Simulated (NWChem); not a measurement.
Molecule: BH$_{2}$SF; SMILES FBS

```xyz
5

B     -0.5213    -0.5939     0.0000
F      0.3068    -1.6389     0.0000
H     -1.7212    -0.7865     0.0000
S      0.2045     1.0605     0.0000
H     -0.9954     1.7027     0.0000
```
Atoms are numbered in this order, from 1.

The geometry was optimised at PBE-D3(BJ)/def2-SVP.

 Unshifted, non-relativistic core excitations; the lowest 4 roots alone, so stronger bands may lie above.

Question: List the first S K-edge excitations from PBE0/6-311G** (spherical d), restricted-window TDA (NWChem).

Answer: 
| state | energy (eV) | dipole oscillator strength | leading excitation (squared amplitude) |
|---|---|---|---|
| S1 | 2420.1 | 0.0017 | 1s of atom 4 or its equivalents → LUMO (0.99) |
| S2 | 2420.3 | 0.0039 | 1s of atom 4 or its equivalents → LUMO+1 (0.97) |
| S3 | 2422.4 | 0.0007 | 1s of atom 4 or its equivalents → LUMO+2 (0.97) |
| S4 | 2424.4 | 0.0003 | 1s of atom 4 or its equivalents → LUMO+4 (0.64) |
